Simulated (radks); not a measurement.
Isoelectronic series with 31 electrons, all held in the configuration [Ar] 3d10 4s2 4p1, which need not be the ground one along the series. Calculated with a radial shooting solver on a logarithmic mesh with Libxc functionals: scalar-relativistic Kohn-Sham, PBE, spin-polarised, spherical densities, point nucleus; open shells are filled with parallel spins first (spin-orbit coupling, left out, can overturn this in heavy ions). Total energies (hartree) and orbital eigenvalues (eV) (* marks an orbital that is empty in some or all of the ions):

ion    E (hartree)   4p down*      4p up    4s down
Ga     -1943.94461    -2.1086    -2.8697    -8.5233
Ge+    -2098.56871   -10.6744   -11.6714   -19.3203
As2+   -2259.82268   -22.0099   -23.1957   -32.8127
Se3+   -2427.69516   -35.6731   -37.0242   -48.6013
Br4+   -2602.18851   -51.4712   -52.9735   -66.5171
Kr5+   -2783.31271   -69.2961   -70.9403   -86.4665
Rb6+   -2971.08267   -89.0797   -90.8593  -108.3917
Sr7+   -3165.51690  -110.7763  -112.6865  -132.2551
Zr9+   -3574.46586  -159.7892  -161.9504  -185.7039
Nb10+  -3789.02993  -187.0655  -189.3486  -215.2607
